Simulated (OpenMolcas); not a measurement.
An OpenMolcas run meant for Tl+ (ANO-R1, X2C; inactive shells 1s 2s 2p 3s 3p 3d 4s 4p 4d 4f 5s 5p 5d; intended active space 2 electrons in 4 orbitals (6s 6p)). One step of its input:

```
&CASPT2
Multistate=1 1
Frozen=15 19
IPEA=0.25
Imaginary=3.0
MaxIter=60
WThr=0.0 0.3 0.05
PrWF=0.5
NoMix
```

The run finished. Its levels beside those of a sound run (SS-CASPT2, IPEA 0.25 Eh, imaginary shift 0.1 Eh (closed shells correlated: 5d)), in cm-1 above each run's lowest level:

| Level | This run | Usual run |
| --- | --- | --- |
| 6s2 1S0 | 0.0 | 0.0 |
| 6s 6p 3P* 0 | 50338 | 51589 |
| 6s 6p 3P* 1 | 53305 | 54495 |
| 6s 6p 3P* 2 | 60949 | 62200 |
| 6s 6p 1P* 1 | 77686 | 76620 |

Which setting is unsound, and how much does it matter here?

The level shift is far above the usual 0.1 to 0.3 hartree and damps the second-order energy. Against the sound run the excited levels shown move by 1200 cm-1 on average and by 1300 cm-1 at most.

Some high roots are left out of the spin-orbit mixing, which shifts the levels that they would mix with. Spin-orbit splittings of 6p shells tend to come out small when the coupling is added on scalar orbitals. Levels of configurations outside the active space are missing.

* marks odd parity.
